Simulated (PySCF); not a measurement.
CH₄BrFO₂Si, SMILES Br[Si](F)(O)OC.

Geometry: PBE-D3(BJ)/def2-SVP. The values are those of a single conformer.

All values below come from PBE-D3(BJ)/def2-SVP run with PySCF.

Frequencies are harmonic and unscaled.

**Question.** Give all harmonic wavenumbers and intensities. (Estimate from the structure and the level; the computed values follow.)

**Answer.** 
| mode | ν (cm⁻¹) | IR (km/mol) | moving atoms (share of kinetic energy) |
|---|---|---|---|
| 1 | 49 | 3.4 | C 37 %, H 26 %, O 23 %, Br 9 % |
| 2 | 95 | 0.9 | H 98 % |
| 3 | 121 | 6.3 | C 34 %, O 20 %, H 20 %, F 13 %, Br 10 % |
| 4 | 161 | 25.2 | H 39 %, O 25 %, F 20 % |
| 5 | 212 | 6.4 | F 45 %, O 25 %, H 15 %, Br 9 % |
| 6 | 250 | 47.0 | O 45 %, H 34 %, Si 10 % |
| 7 | 269 | 20.1 | O 46 %, Br 28 %, H 13 %, F 9 % |
| 8 | 301 | 46.1 | O 35 %, F 34 %, Si 14 % |
| 9 | 358 | 1.6 | O 46 %, Si 18 %, F 16 %, H 13 % |
| 10 | 452 | 115.3 | Si 53 %, O 21 %, F 11 %, Br 10 % |
| 11 | 740 | 99.1 | O 33 %, H 26 %, Si 21 %, C 12 %, F 8 % |
| 12 | 787 | 287.8 | H 50 %, O 30 %, Si 13 % |
| 13 | 911 | 82.5 | Si 42 %, F 22 %, H 14 %, O 14 % |
| 14 | 959 | 121.9 | Si 48 %, O 27 %, F 20 % |
| 15 | 1129 | 146.6 | H 41 %, O 28 %, C 28 % |
| 16 | 1136 | 2.0 | H 76 %, C 19 % |
| 17 | 1178 | 173.6 | H 36 %, O 36 %, C 25 % |
| 18 | 1422 | 5.7 | H 97 % |
| 19 | 1423 | 4.9 | H 90 %, C 8 % |
| 20 | 1426 | 3.9 | H 94 % |
| 21 | 2942 | 50.6 | H 97 % |
| 22 | 3023 | 23.6 | H 90 %, C 10 % |
| 23 | 3064 | 18.6 | H 90 %, C 10 % |
| 24 | 3767 | 96.3 | H 94 % |
